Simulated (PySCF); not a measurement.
GeTe, SMILES [Ge]=[Te] (connectivity only; charge and spin as stated), neutral, multiplicity 1.

Geometry optimised at r2SCAN-D4/def2-TZVP. The def2 effective core potentials stand for the cores of Te; spin–orbit coupling is left out.

Two levels are set side by side: TDA-PBE/def2-TZVPD (PySCF) and TDA-B3LYP/def2-TZVPD (PySCF). Vertical, same geometry. The lowest singlet is HOMO→LUMO 50 %, HOMO−1→LUMO+1 50 % with PBE and HOMO−1→LUMO+1 50 %, HOMO→LUMO 50 % with the other functional; states are paired by order. Differences are taken from unrounded values.

```json
[
 {"quantity": "lowest singlet excitation (eV)", "TDA-PBE": "2.91"},
 {"quantity": "lowest triplet excitation (TDA) (eV)", "TDA-PBE": "2.22"},
 {"quantity": "first bright state (f over 0.05) (eV)", "TDA-PBE": "5.01"},
 {"quantity": "its oscillator strength", "TDA-PBE": "0.06"}
]
```

**Question.** These are the TDA-PBE values. What does TDA-B3LYP give? (Estimate from the structure and the level; the computed values follow.)

**Answer.** 
```
quantity                               TDA-B3LYP  TDA-PBE minus TDA-B3LYP
-------------------------------------  ---------  -----------------------
lowest singlet excitation (eV)              2.83                     0.08
lowest triplet excitation (TDA) (eV)        2.23                    -0.01
first bright state (f over 0.05) (eV)       5.00                     0.00
its oscillator strength                     0.08                    -0.02
```

Rough cost on one machine, each run with all the roots and properties that it gave: TDA-B3LYP against TDA-PBE within a factor of 2.
